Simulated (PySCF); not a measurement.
CH6ClFSi2, SMILES F[Si@H](Cl)C[SiH3]. Atoms are numbered in the order given.

```xyz
11

F      1.7601    -0.6744     0.7575
Si     0.9293    -0.1550    -0.5330
Cl     0.5066     1.8375    -0.2287
C     -0.6408    -1.1218    -0.6618
Si    -1.9366    -0.7728     0.6724
H      1.8241    -0.2649    -1.7102
H     -1.0946    -0.9317    -1.6498
H     -0.3728    -2.1927    -0.6308
H     -2.9926    -1.8287     0.6229
H     -2.5703     0.5563     0.4372
H     -1.3001    -0.7866     2.0223
```

Geometry: PBE0-D3(BJ)/def2-SVP. The structure was generated by enumeration; whether it is a known compound was not checked. Other conformers were not sampled.

Two levels are set side by side: PBE/pcSseg-1 (PySCF) and B3LYP/pcSseg-1 (PySCF). GIAO shifts against CFCl3 (¹⁹F), HCl (³⁵Cl), TMS (²⁹Si), TMS (¹H), TMS (¹³C) at the same level; non-relativistic, no solvent, atoms listed together averaged. Without spin–orbit terms, shifts of atoms bonded to Cl or Br come out too high at both levels. Differences are taken from unrounded values.

```tsv
quantity	PBE
δ(¹⁹F) of F1 (ppm)	-176.9
δ(²⁹Si) of Si2 (ppm)	20.8
δ(³⁵Cl) of Cl3 (ppm)	88.0
δ(¹³C) of C4 (ppm)	0.0
δ(²⁹Si) of Si5 (ppm)	-77.0
δ(¹H) of H6 (ppm)	6.22
```

These are the PBE values. What does B3LYP give? (An estimate is asked for; the answer gives what the named calculation found.)


```tsv
quantity	B3LYP	PBE minus B3LYP
δ(¹⁹F) of F1 (ppm)	-163.6	-13.3
δ(²⁹Si) of Si2 (ppm)	16.0	4.9
δ(³⁵Cl) of Cl3 (ppm)	65.2	22.8
δ(¹³C) of C4 (ppm)	-0.6	0.6
δ(²⁹Si) of Si5 (ppm)	-73.9	-3.1
δ(¹H) of H6 (ppm)	5.87	0.35
```

Rough cost on one machine, each run with all the roots and properties that it gave: B3LYP against PBE within a factor of 2.
